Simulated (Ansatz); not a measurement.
Z-matrix (Å, degrees):
```
Al
B 1 2.240
O 1 1.735 2 108.9
Al 1 2.578 2 121.1 3 -164.1
Si 1 2.530 2 76.3 3 24.4
C 1 2.134 2 39.2 3 59.7
H 1 1.974 2 34.0 3 -82.7
H 2 1.194 1 136.3 3 176.8
H 4 1.590 1 121.1 2 63.7
H 4 1.590 1 120.7 2 -115.2
H 5 1.487 1 120.8 2 125.6
H 5 1.486 1 130.3 2 -63.7
H 6 1.088 1 134.5 2 113.3
```

Charge 0, multiplicity 1. The bonds changed during the relaxation, so this is another structure than the one it started from.

(1) List the r2SCAN/def2-TZVPP orbital energies in eV (the Gaussian-basis code of Ansatz). (Estimate.)

## Answers

(1) The calculation gave: Occupied: -1791.39, -1517.60, -1517.44, -515.22, -272.68, -180.32, -141.74, -111.05, -110.94, -96.63, -96.59, -96.58, -71.34, -71.31, -71.23, -71.16, -71.05, -71.02, -25.23, -18.16, -13.66, -12.72, -11.30, -10.70, -10.00, -9.72, -9.04, -8.91, -8.02, -7.83, -7.53, -7.11, -6.34. Lowest empty: -3.11, -2.34, -1.10, -0.39, 0.48, 1.02, 1.10, 1.30.
